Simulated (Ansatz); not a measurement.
Correcting a cheap level on molecular compounds of Y

The vertical ionisation energy (cation less neutral) in eV of 7 molecular compounds of Y: x at HF/def2-TZVPP, y at CCSD(T)/def2-TZVPP. Shapes, held fixed at every level: PBE0-D4/def2-TZVP. Flexible molecules stand in one conformer, not always the lowest. Programs: Ansatz 0.2.0.

| molecule | x (eV) | y (eV) |
| --- | --- | --- |
| C2H8NO2Y (SMILES C[N](C)[Y]([OH])[OH]) | 6.19 | 7.58 |
| YSi2NH8O2 (SMILES [NH2][Y]([O][SiH3])[O][SiH3]) | 7.74 | ? |
| Y(NH2)F2 | 8.06 | 9.53 |
| C3H9O3Y (SMILES C[O][Y]([O]C)[O]C) | 8.24 | 9.53 |
| C2H6ClO2Y (SMILES C[O][Y]([Cl])[O]C) | 8.79 | 10.10 |
| Y(OH)2F | 9.51 | 11.13 |
| YCl2F (SMILES [F][Y]([Cl])[Cl]) | 10.69 | 11.60 |

Task: Fit y = c + s·x to the known rows and predict y for YSi2NH8O2.

Result: 
1. Means of the 6 rows: x = 8.5800, y = 9.912.
2. Σ(Δx)² = 11.459, Σ(Δx·Δy) = 10.636, so the slope is 10.636/11.459 = 0.92818.
3. Intercept: 9.912 − (0.92818) × 8.5800 = 1.948. The largest residual of the fit is 0.36.
4. YSi2NH8O2: 1.948 + 0.92818 × 7.74 = 9.13 eV.

CCSD(T)/def2-TZVPP gives 9.25 eV, so the prediction is off by -0.12 eV, within the largest residual. Uncorrected, HF/def2-TZVPP misses YSi2NH8O2 by -1.51 eV, and the other rows by 1.33 on average. The line removes about 90 % of this miss. Left out in turn, the other rows are missed by 0.27 eV on average, so much of the error is systematic among these molecules. Cations run unrestricted. For atoms past krypton def2 sets carry core potentials with scalar relativity. Outer-core shells of Y are correlated, in sets that cover them unevenly.
